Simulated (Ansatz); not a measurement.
C₃H₁₀BNSi (`BN([SiH3])CC=C`). Total charge 0; spin multiplicity 1.

```xyz
16

B    -1.037   -2.040   -0.353
N    -0.340   -0.833   -0.438
Si   -0.764    0.393   -1.624
C     0.752   -0.509    0.485
C     0.434    0.676    1.339
C     1.154    1.788    1.367
H    -1.929   -2.256   -1.122
H    -0.730   -2.838    0.489
H     0.496    0.990   -2.141
H    -1.585    1.478   -1.029
H    -1.518   -0.260   -2.717
H     0.927   -1.388    1.112
H     1.671   -0.314   -0.078
H    -0.459    0.589    1.954
H     0.887    2.623    2.005
H     2.041    1.901    0.752
```

(1) List the harmonic frequencies (cm⁻¹, unscaled) at PBE0-D4/def2-TZVP in Ansatz. (An estimate is asked.)

(2) Is this a minimum?

(3) Give the ideal-gas thermochemistry at 298.15 K and 1 bar (rigid rotor, harmonic oscillator; point group C1, symmetry number 1).

(4) And at 400, 500, 600, 800 and 1000 K?

(5) Rotational constants (cm⁻¹)?

Results:

(1) The calculation gave: 65, 84, 128, 189, 267, 333, 383, 433, 516, 627, 691, 707, 724, 910, 933, 941, 951, 959, 971, 986, 1005, 1037, 1110, 1182, 1211, 1279, 1315, 1360, 1423, 1452, 1481, 1726, 2221, 2231, 2262, 2561, 2644, 3038, 3089, 3149, 3160, 3241.

(2) Yes, all 42 modes are real.

(3) Zero-point energy 328.8 kJ/mol; H(298) − E = 353.1 kJ/mol; entropy 370.4 J/(mol·K), of which translation 166.2, rotation 115.6, vibration 88.7; G(298) − E = 242.6 kJ/mol. Modes under 100 cm⁻¹ are hindered rotations or soft bends, so the harmonic entropy is rough.

(4) 
```tsv
T (K)	H − E (kJ/mol)	S (J/mol/K)	G − E (kJ/mol)
400	368.4	414.5	202.6
500	386.8	455.5	159.1
600	408.0	493.9	111.6
800	456.7	563.8	5.7
1000	511.9	625.3	-113.3
```

(5) 0.1399, 0.06769, 0.04995.
